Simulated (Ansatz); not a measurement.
`CS[SiH](F)F`. Charge 0, multiplicity 1.

Z-matrix (Å, degrees):
```
C
S 1 1.823
H 1 1.089 2 110.8
H 1 1.089 2 106.2 3 -118.5
H 1 1.089 2 110.8 3 123.0
Si 2 2.093 1 99.4 3 -61.3
F 6 1.589 2 111.4 1 -58.1
F 6 1.589 2 111.3 1 58.0
H 6 1.471 2 110.2 1 179.9
```

(1) What are the harmonic wavenumbers in cm⁻¹ at PBE0-D4/def2-TZVP (Ansatz, finite differences of forces, unscaled)? (Estimate.)

(2) Is this a minimum?

(3) Give the ideal-gas thermochemistry at 298.15 K and 1 bar (rigid rotor, harmonic oscillator; point group Cs, symmetry number 1).

(4) And at 400, 500, 600, 800 and 1000 K?

(5) Rotational constants (cm⁻¹)?

Answers

(1) Computed: 49, 106, 131, 228, 303, 387, 531, 718, 808, 823, 888, 940, 976, 993, 1351, 1470, 1477, 2305, 3077, 3174, 3175.

(2) Yes, all 21 modes are real.

(3) Zero-point energy 143.0 kJ/mol; H(298) − E = 163.8 kJ/mol; entropy 353.6 J/(mol·K), of which translation 167.9, rotation 113.7, vibration 72.0; G(298) − E = 58.4 kJ/mol. Modes under 100 cm⁻¹ are hindered rotations or soft bends, so the harmonic entropy is rough.

(4) 
```
T (K)  H − E (kJ/mol)  S (J/mol/K)  G − E (kJ/mol)
  400           175.0        385.7            20.7
  500           187.4        413.4           -19.3
  600           201.1        438.3           -61.9
  800           231.1        481.4          -154.0
 1000           263.8        517.8          -254.0
```

(5) 0.1521, 0.07174, 0.06819.
